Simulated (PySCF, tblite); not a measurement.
C₆H₁₁N₂PSi.
Geometry (GFN2-xTB, Å), atoms numbered from 1 in this order:
```
atom  x, y, z in Å
N1    -0.988   -2.275   -1.322
P2    -1.269   -0.589   -1.258
C3    -2.134   -0.299    0.331
Si4   -1.824    1.491    0.940
C5     0.372   -0.133   -0.595
C6     1.557   -0.688   -1.074
C7     2.757   -0.241   -0.556
C8     2.742    0.755    0.413
C9     1.517    1.253    0.822
N10    0.373    0.816    0.328
H11   -1.613   -2.753   -1.959
H12   -1.008   -2.739   -0.418
H13   -3.199   -0.468    0.174
H14   -1.780   -1.027    1.065
H15   -1.111    1.541    2.215
H16   -1.496    2.430   -0.128
H17   -3.201    1.902    1.334
H18    1.510   -1.458   -1.829
H19    3.693   -0.657   -0.898
H20    3.657    1.132    0.840
H21    1.437    2.025    1.576
```

Method: PBE0/pcSseg-1 in PySCF (dipole) on a GFN2-xTB geometry, gas phase.

Masses are those of the commonest isotopes; rigid-rotor values at the optimised geometry. The values belong to one conformer with, in the numbering `[NH2:1][P:2]([CH2:3][SiH3:4])[c:5]1[cH:6][cH:7][cH:8][cH:9][n:10]1`, H–N1–P2–C3 105° and -21°, N1–P2–C3–Si4 154°, N1–P2–C5–C6 44°.

(1) Give the principal moments of inertia and the rotational constants in GHz.

(2) What kind of rotor is it?

(3) Is it planar, by Δ = Ic − Ia − Ib?

(4) Which lines would a microwave search look for?

(5) Estimate the classical rotational partition function at 50 K, 200 K and 500 K.

## Answers

(1) Ia = 368.68, Ib = 538.93, Ic = 858.70 u·Å²; 505379 MHz·u·Å²/I gives 1371, 937.7 and 588.5 MHz, that is A = 1.3708, B = 0.9377, C = 0.5885 GHz.

(2) An asymmetric top: κ = (2 × 937.7 − 1371 − 588.5)/(1371 − 588.5) = -0.11.

(3) Not planar: Δ = Ic − Ia − Ib = -48.91 u·Å². For a rigid frame Δ = −2 Σ m c², so Σ m c² = 24.46 u·Å² lies off the ab plane: 8.48 from hydrogen and 15.98 from heavier atoms. The atom farthest from that plane is 1.59 Å away.

(4) The dipole components are |μa| = 2.75 D, |μb| = 2.36 D, |μc| = 1.72 D. The squared components, which scale the intensities, stand as 1.00 : 0.73 : 0.39 (a : b : c). Some lines, for components of 0.1 D or more:

```
type  branch         J(Ka,Kc)   MHz  lower level (cm⁻¹)
   a       Q  1(1,0) ← 1(1,1)   349               0.065
   a       Q  2(1,1) ← 2(1,2)  1048               0.156
   a       R  1(0,1) ← 0(0,0)  1526               0.000
   b       R  2(0,2) ← 1(1,1)  2477               0.065
   c       Q  3(3,1) ← 3(2,1)  2512               0.407
   a       R  3(1,3) ← 2(1,2)  3979               0.156
   a       R  3(1,2) ← 2(1,1)  4986               0.190
   c       R  2(2,1) ← 1(1,1)  5050               0.065
   b       R  2(2,0) ← 1(1,1)  5192               0.065
   c       R  3(1,2) ← 2(0,2)  6260               0.148
   c       R  3(2,1) ← 2(1,1)  6481               0.190
```

(5) Point group C1, symmetry number σ = 1; q = (√π/σ)·√((kT/h)³/(ABC)), k/h = 20836.6 MHz/K: 68500 at 50 K, 548000 at 200 K, 2170000 at 500 K.

Its GFN2-xTB frequencies are all real (lowest 56 cm⁻¹). Constants of a rigid frame at the computed geometry: no zero-point averaging, no centrifugal distortion. A rigid rotor knows nothing of inversion at nitrogen or internal rotation, which can split or shift real lines. Quadrupole hyperfine structure (14N) is left out.
